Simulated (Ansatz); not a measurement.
A calculation with Ansatz (development build ahead of 0.2.0).

```yaml
crystal:
  periodic: [false, false, false]
  atoms:
    - { symbol: Cu, position_ang: [0.0, 0.0, 0.0] }
    - { symbol: O, position_ang: [0.0, 1.39261, 0.72494] }
    - { symbol: O, position_ang: [0.0, -1.39261, 0.72494] }
basis:
  gaussian: { orbitals: pcseg-2 }
magnetization:
  spin_polarized: true
  initial_magnetization: 3
hamiltonian:
  xc: pbe0
```

The input is written out in the form of the current development build from the run's settings.

The run gave:

| Item | Value |
| --- | --- |
| Converged | yes |
| Total energy | -1790.45850 hartree |
| Spin squared of the determinant | 3.772 |
| Stability test | minimum |

Caution: other spin multiplicities may lie lower.
